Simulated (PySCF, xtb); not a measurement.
C8H5N5, SMILES C1=CC2=NC=NC3=CC=NC(=N1)N32.

Harmonic wavenumbers (cm⁻¹) from GFN2-xTB (xtb) at its own minimum, in rising order: 101, 124, 189, 213, 405, 425, 433, 460, 462, 476, 482, 560, 656, 670, 695, 767, 794, 805, 817, 817, 850, 903, 907, 923, 1060, 1091, 1102, 1108, 1121, 1128, 1213, 1231, 1232, 1274, 1302, 1346, 1351, 1455, 1483, 1550, 1560, 1575, 1596, 3062, 3068, 3068, 3147, 3148.

Q: What does PBE-D3(BJ)/def2-SVP (PySCF) give at its own minimum? (An estimate is asked for; the answer gives what the named calculation found.)

A: 102, 135, 197, 236, 440, 453, 463, 478, 479, 481, 505, 577, 652, 694, 731, 800, 805, 810, 812, 840, 847, 961, 965, 973, 1028, 1041, 1067, 1096, 1129, 1183, 1217, 1237, 1262, 1304, 1315, 1384, 1397, 1492, 1492, 1579, 1584, 1642, 1648, 3080, 3081, 3081, 3177, 3177. Paired by order, the mean absolute difference is 25 cm⁻¹ and the zero-point energies are 77.5 and 78.8 kcal/mol.
